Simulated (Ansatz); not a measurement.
Total energies of Ca4⁺ from Ansatz at PBE0/def2-TZVP, gas phase (1 Eh = 27.2114 eV = 2625.5 kJ/mol). The reference geometry is relaxed at r2SCAN/def2-TZVP.

Cartesian coordinates in Å:
```
Ca -1.8465 0.3666 -1.2561
Ca -0.5527 0.7584 2.1006
Ca 1.9432 1.1129 -0.5816
Ca 0.4559 -2.2379 -0.2629
```

| state | geometry | energy (Eh) |
| --- | --- | --- |
| charge 1 doublet | reference | -2709.40860 |
| charge 0 singlet | reference | -2709.57967 |
| charge 1 quartet | relaxed at r2SCAN/def2-TZVP | -2709.38316 |

Q: Work out the vertical electron affinity, to the singlet.

A: E(charge 1 doublet) − E(charge 0 singlet) = -2709.40860 − (-2709.57967) = 0.17107 Eh = 4.66 eV.

Q: Which of the charge 1 states is lowest, and how far above it are the others?

A: The doublet. quartet: -2709.38316 − (-2709.40860) = 0.02544 Eh = 66.8 kJ/mol.

The structure comes from a short search, and lower isomers may exist.
